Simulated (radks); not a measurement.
Values are calculated unless marked as measured or tabulated.
Task: Coulomb parameter of the 3d shell of the iron ion Fe3+ in the model configuration [Ar] 3d3 4p2, as a second difference U = [E(n + 0.25) + E(n - 0.25) - 2 E(n)] / (0.25)^2 with all orbitals relaxed. "Bare": the charge of the atom changes with n. "Screened": the 4p shell takes up the change at fixed total charge, which measures U(3d,3d) + U(4p,4p) - 2 U(3d,4p). Code: a radial shooting solver on a logarithmic mesh with Libxc functionals. Model: scalar-relativistic Kohn-Sham, LDA (Slater exchange, Perdew-Wang correlation), spin-unpolarised, spherical densities, finite nucleus; Fermi nuclear charge, rms radius 3.7377 fm. Estimate both.

Result: U(bare) = 20.906 eV, U(screened by 4p) = 6.892 eV, against the Slater integral F0(3d,3d) = 28.120 eV with frozen orbitals.
